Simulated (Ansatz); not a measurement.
In4Sb3⁺, relaxed as a quintet with UKS PBE-D4/def2-SVP in Ansatz, starting from the PBE-D4/def2-SVP geometry of the charge +1 singlet. Force threshold 0.03 eV/Å.

In the def2 sets In, Sb take a core potential; there is no spin–orbit coupling. The relaxation made no stability test and no search for a lower SCF solution. At PBE-D4/def2-SVP a singlet of charge 1 lies 2.55 eV below the quintet, each at its own geometry. The structure comes from a short search, and lower isomers may exist.

Start:

```tsv
atom	x (Å)	y (Å)	z (Å)
In1	1.402	-1.706	-0.256
In2	-1.541	-2.422	-1.334
In3	-1.570	2.421	1.964
In4	2.078	0.695	-2.284
Sb5	-0.815	-0.798	1.638
Sb6	1.319	1.042	1.078
Sb7	-0.873	0.768	-0.805
```

```
step  energy (eV)  largest force component (eV/Å)  SCF passes
   1  -40307.7294                           1.065          43
   2  -40308.1510                           0.455          34
   3  -40308.3148                           0.216          29
   4  -40308.3950                           0.436          29
   5  -40308.4687                           0.156          28
   6  -40308.4989                           0.068          27
   7  -40308.5075                           0.054          23
   8  -40308.5099                           0.056          24
   9  -40308.5108                           0.011          24
  10  -40308.5109                           0.011          24
  11  -40308.5109                           0.004          19
  12  -40308.5110                           0.004          18
  13  -40308.5112                           0.016          23
  14  -40308.5117                           0.027          23
```

Force components are those of the run's own axes.

End:

```xyz
7

In    1.4152   -2.0879   -1.1298
In   -1.8380   -2.4484   -0.7673
In   -1.7734    2.4851    1.8051
In    2.3576    1.0200   -1.8090
Sb   -0.7821   -0.7576    1.7121
Sb    1.2942    1.2684    1.1640
Sb   -0.6735    0.5204   -0.9750
```

Bonds lost: In1–Sb5, In1–Sb6 (atoms count from 1).

The force fell under the threshold at step 9, but the optimiser went on. No frequencies were taken in this run, so the end may be a saddle point.

Run time 89 s (4 threads of Arm Neoverse V1 on a shared host).
